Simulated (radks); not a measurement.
Values are calculated unless marked as measured or tabulated.
Species: Te III. Configuration: [Kr] 4d10 5s2 5p2.

Level of theory: Dirac Kohn-Sham, PBE, spin-unpolarised, spherical densities, point nucleus; open shells fill j = l - 1/2 first (a radial shooting solver on a logarithmic mesh with Libxc functionals).

Energy parts (eV):
part                       energy
total                 -184924.158
kinetic                195581.954
electron-nucleus      -448298.030
Hartree                 72567.659
exchange-correlation    -4775.742

Orbitals (lengths in bohr, moments of r in powers of bohr; r(max) is where P^2 peaks):
| orbital | occ. | eigenvalue (eV) | <r^2> | r(max) | <r> | small-component weight |
|---|---|---|---|---|---|---|
| 1s1/2 | 2 | -31626.16 | 0.001048 | 0.01793 | 0.02781 | 3.66e-02 |
| 2s1/2 | 2 | -4864.507 | 0.01688 | 0.1015 | 0.1194 | 7.80e-03 |
| 2p1/2 | 2 | -4558.725 | 0.01250 | 0.07795 | 0.1008 | 7.83e-03 |
| 2p3/2 | 4 | -4284.230 | 0.01379 | 0.08265 | 0.1064 | 7.45e-03 |
| 3s1/2 | 2 | -983.4229 | 0.1185 | 0.2928 | 0.3218 | 2.29e-03 |
| 3p1/2 | 2 | -857.7362 | 0.1133 | 0.2792 | 0.3122 | 2.24e-03 |
| 3p3/2 | 4 | -806.5737 | 0.1215 | 0.2898 | 0.3236 | 2.13e-03 |
| 3d3/2 | 4 | -584.9600 | 0.1029 | 0.2361 | 0.2947 | 2.01e-03 |
| 3d5/2 | 6 | -574.2621 | 0.1053 | 0.2391 | 0.2983 | 1.98e-03 |
| 4s1/2 | 2 | -183.2769 | 0.6608 | 0.7014 | 0.7645 | 6.43e-04 |
| 4p1/2 | 2 | -140.0832 | 0.7325 | 0.7217 | 0.8014 | 5.81e-04 |
| 4p3/2 | 4 | -130.3660 | 0.7855 | 0.7460 | 0.8299 | 5.49e-04 |
| 4d3/2 | 4 | -61.4533 | 1.085 | 0.8057 | 0.9616 | 4.07e-04 |
| 4d5/2 | 6 | -59.9802 | 1.113 | 0.8145 | 0.9736 | 3.98e-04 |
| 5s1/2 | 2 | -32.4625 | 4.405 | 1.756 | 1.979 | 1.13e-04 |
| 5p1/2 | 2 | -22.8366 | 5.948 | 1.996 | 2.293 | 8.37e-05 |
| 5p3/2 | 0 | -21.7736 | 6.373 | 2.070 | 2.375 | 7.84e-05 |
| 6s1/2 | 0 | -10.3503 | 23.03 | 4.263 | 4.546 | 2.81e-05 |

The highest occupied level is 5p1/2 at -22.837 eV. The density falls to 0.001 e/bohr^3 at r = 3.90 bohr. For comparison, the ionisation energy in NIST's Atomic Spectra Database is 27.84 eV (measured). In exact Kohn-Sham theory the highest level is minus the ionisation energy, but local and semilocal functionals leave it too shallow, through self-interaction and a potential that decays too fast; potentials with the right tail come closer. Summed over all electrons, <r^2> = 39.76 bohr^2, which gives a Langevin (diamagnetic) susceptibility term of -31.5 x 10^-6 cm^3/mol.

Beside tabulated values, note that spin-unpolarised runs miss the spin-polarisation part of the exchange energy of open shells.
